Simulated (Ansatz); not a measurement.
# A cut through the energy surface

C2H3BClN (SMILES CB(Cl)C#N), closed shell, at its PBE0-D4/def2-TZVP minimum:

```
8
angstrom
C -0.4929 -0.6450 0.6607
B 0.5893 0.0713 -0.1800
Cl 2.2816 -0.3263 -0.0908
C 0.2058 1.2010 -1.1543
N -0.1127 2.0414 -1.8749
H -0.1031 -1.4463 1.2866
H -1.0030 0.0901 1.2950
H -1.2728 -1.0433 0.0018
```

The bond length C1–H8 (1.096 Å at the minimum) is set to the values below, the two halves moving rigidly along the bond. Each method's energies count from its own value at the PBE0-D4 minimum structure. Ansatz 0.2.0; basis: def2-TZVPP; cores frozen in the correlated methods.

CCSD(T) energies along the scan:
```tsv
bond length (Å)	CCSD(T) (eV)
0.943	0.513
0.975	0.299
1.022	0.101
1.077	0.006
1.138	0.027
1.204	0.157
1.274	0.374
1.348	0.661
1.425	0.993
```
They count from the CCSD(T) energy at the PBE0-D4 minimum.

Minimum and curvature along this coordinate at CCSD(T): A fifth-order fit through the nearest points gives 1.095 Å, with a curvature of about 32 eV/Å².

Q: Treat the two halves as rigid bodies and work out the harmonic wavenumber of this stretch from that curvature (ν̃ = 521.5 √(k/μ) cm⁻¹ with k in eV/Å² and μ in u).

A: The halves weigh 86.31 and 1.01 u, so μ = 86.31 × 1.01/87.32 = 0.998 u and ν̃ = 521.5 √(32/0.998) ≈ 3000 cm⁻¹. A true normal mode mixes in other motions, so this is a guide only.

Largest difference from the CCSD(T) curve over the scan: PBE0-D4 0.013; wB97M-V 0.032; MP2 0.061 eV. Each curve counts from its own value at the minimum.

T1 diagnostic: at most 0.014.

For scale, one of the runs: CCSD(T)/def2-TZVPP, 208 basis functions (an equivalent command: `ansatz run in.yaml --threads 4`). Hardware: 4 CPU threads, shared host. Wall time 25 s; peak host memory 3.1 GiB.
